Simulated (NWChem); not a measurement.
Plane-wave run on Li2S (fluorite type)

```
CELL_PARAMETERS angstrom
      0.00000     2.81425     2.81425
      2.81425     0.00000     2.81425
      2.81425     2.81425     0.00000
ATOMIC_POSITIONS crystal
  S  0.00000 0.00000 0.00000
  Li 0.25000 0.25000 0.25000
  Li 0.75000 0.75000 0.75000
```

Everything below was run with NWChem. Origin of the cell: lattice set by a structure generator, not relaxed at this level; this structure type may not be the compound's usual one.

Norm-conserving pseudopotentials with valence charges S 6, Li 1, fixed occupations, no spin-orbit coupling, density cut at twice the wavefunction cutoff.

Level: LDA (Vosko), Troullier-Martins, cutoff 30 Ha, density from a 4×4×4 mesh. Bands run along Γ–X–U|K–Γ–L–W–X with k in units of the cell's reciprocal vectors.

Question: What gap does the band structure show, and how wide is the group of occupied bands?

Answer: It shows an indirect gap along this path of 3.14 eV from Γ to X (smallest direct gap on this path 4.18 eV). The 4 occupied bands reach 11.1 eV below the valence-band top.
